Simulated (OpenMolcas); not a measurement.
Ni4+: effect of the active space

| Quantity | Value |
| --- | --- |
| Program | OpenMolcas |
| Method | MS-CASPT2 or its RAS form, IPEA 0.25 Eh, imaginary shift 0.1 Eh |
| Basis | ANO-RCC-VTZP |
| Scalar Hamiltonian | DKH2, point nucleus |
| Spin-orbit coupling | state interaction with AMFI integrals over the reference wave functions, term energies averaged over their components |

A. 6 electrons in 5 orbitals (3d); 2S+1 = 5 even, 5 roots; 2S+1 = 3 even, 45 roots; 2S+1 = 1 even, 50 roots; closed shells correlated: 3s 3p; CASPT2 step of the order of 17 core-seconds
B. 12 electrons in 8 orbitals (RAS1 3p, at most 2 holes; RAS2 3d); 2S+1 = 5 even, 5 roots; 2S+1 = 3 even, 45 roots; 2S+1 = 1 even, 44 roots; closed shells correlated: 3s; CASPT2 step roughly 70 core-seconds
C. 6 electrons in 10 orbitals (3d 4d); 2S+1 = 5 even, 5 roots; 2S+1 = 3 even, 45 roots; 2S+1 = 1 even, 44 roots; closed shells correlated: 3s 3p; CASPT2 step roughly 40 core-minutes

Energies in cm⁻¹ above 3d⁶ ⁵D₄, the measured ground level; measured values from Corliss and Sugar, J. Phys. Chem. Ref. Data 10, 197 (1981).

| Level | A | B | C | Measured |
| --- | --- | --- | --- | --- |
| 3d⁶ ⁵D₄ | 0.0 | 0.0 | 0.0 | 0.0 |
| 3d⁶ ⁵D₃ | 857 | 862 | 821 | 890 |
| 3d⁶ ⁵D₂ | 1442 | 1448 | 1379 | 1490 |
| 3d⁶ ⁵D₁ | 1815 | 1822 | 1735 | 1872 |
| 3d⁶ ⁵D₀ | 1997 | 2000 | 1908 | 2058 |
| 3d⁶ ³P₂(1) | 26410 | 26800 | 26900 | 26153 |
| 3d⁶ ³H₆ | 27750 | 27460 | 28070 | 27111 |
| 3d⁶ ³H₅ | 28140 | 27860 | 28430 | 27578 |
| 3d⁶ ³H₄ | 28370 | 28110 | 28640 | 27859 |
| 3d⁶ ³P₁(1) | 28890 | 29320 | 29380 | 28698 |
| 3d⁶ ³F₄(1) | 29630 | 29680 | 30040 | 29124 |
| 3d⁶ ³P₀(1) | 29870 | 30300 | 30360 | 29640 |
| 3d⁶ ³F₃(1) | 30040 | 30120 | 30440 | 29571 |
| 3d⁶ ³F₂(1) | 30350 | 30460 | 30750 | 29899 |
| 3d⁶ ³G₅ | 33920 | 33830 | 34210 | 33256 |
| 3d⁶ ³G₄ | 34680 | 34610 | 34950 | 34062 |
| 3d⁶ ³G₃ | 34980 | 34910 | 35230 | 34416 |
| 3d⁶ ¹I₆ | 42290 | 41830 | 42670 | 41252 |
| 3d⁶ ³D₂ | 42310 | 42590 | 42630 | 41627 |
| 3d⁶ ³D₁ | 42330 | 42590 | 42620 | 41701 |
| 3d⁶ ³D₃ | 42590 | 42870 | 42920 | 41920 |
| 3d⁶ ¹G₄(1) | 43420 | 43120 | 43820 | 42208 |
| 3d⁶ ¹F₃ | 58950 | 59300 | 59410 | 57924 |
| 3d⁶ ³P₀(2) | 68340 | 68610 | 68530 | 66738 |

Deviations, from unrounded energies. A percentage is the sum of absolute deviations over the sum of measured energies, with the sign that they share, or ± where signs differ.

```
                        Against measurement  Levels     A     B     C
             mean absolute deviation (cm-1)      23   550   600   860
      fine structure of the ground term (%)       4  -3.1  -2.7  -7.4
other terms of the ground configuration (%)      19  +1.8  +2.0  +2.8
```

A lies closest to measurement on these levels and C furthest from it. The largest miss of A in the table is 3d⁶ ³P₀(2), by +1600 cm-1. The ranking rests on the paired levels alone, and a cruder setting can come out closer through cancelling errors.

The spin-orbit steps hold different terms of 3d⁶ (B lacks a ¹D, a ¹S; C lacks a ¹D, a ¹S), which shifts levels as well.

The two smallest mean deviations differ by little beside CASPT2's spread within terms, so their order carries little weight.

Among A to C the level of the table that moves most is 3d⁶ ¹I₆, by 840 cm-1 (lowest in B, highest in C). Moves below CASPT2's spread within the term are not significant.

CASPT2 does not keep the components of a term degenerate, so their means are used; among the terms shown or strongly mixed into the levels shown the widest spread is 1200 cm-1 (3d⁶ ¹I, C). The CASPT2 spread within a term exceeds the gap to the next term for 3d⁶ ¹I and 3d⁶ ³D, so the order of their levels is uncertain (figures for A; the like holds for B, C). Active for correlation alone: 3p; no level in the range computed is led by a configuration that opens it, so any true level of that kind is missing (holds for B). Active for correlation alone: 4d; no level in the range computed is led by a configuration that fills it, so any true level of that kind is missing (holds for C). Measured partners are found by configuration, term and J. A level has none where our copy of the source lacks it or the pairing is in doubt (some pairs that miss far off the trend of their configuration count as doubtful), and it then counts in no deviation. Only configurations of the active space appear. Levels that lie high or do not pair safely by name in every column are left out.

A number in round brackets counts repeated terms of one configuration in the order of the reference energies.
